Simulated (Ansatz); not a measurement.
Reaction (substitution at a C–O bond): `[SiH3]O/C=C\S` + `[SiH3]S` → `[SiH3]S/C=C/S` + `O[SiH3]`

Calculated with Ansatz (gas phase, PBE0-D4/def2-TZVP geometries, no zero-point term in ΔE). CCSD(T)/CBS is the MP2 limit (def2-TZVPP, def2-QZVPP) plus CCSD(T) − MP2 in def2-TZVPP, frozen cores. Double bonds are as drawn, so ΔE can hold a change between cis and trans. Functionals use def2-TZVPP. One conformer a species, not always the lowest.

| level | ΔE (kJ/mol) |
| --- | --- |
| ωB97M-V | -16.7 |
| MP2/def2-QZVPP | -29.7 |
| SCS-MP2/def2-QZVPP | -25.3 |
| HF/CBS(def2) | -7.8 |

**Question.** What does CCSD(T)/CBS give? (Best estimate.)

**Answer.** Ansatz gave: -22.5 kJ/mol. The listed levels differ from it by 5.8, -7.2, -2.8, 14.7 kJ/mol.

Largest T1 diagnostic among the species: 0.013.

In def2-TZVPP, CCSD(T) changes the Hartree–Fock value by −10.7 kJ/mol (the triples alone add −2.4 kJ/mol) and MP2 by −19.5 kJ/mol.
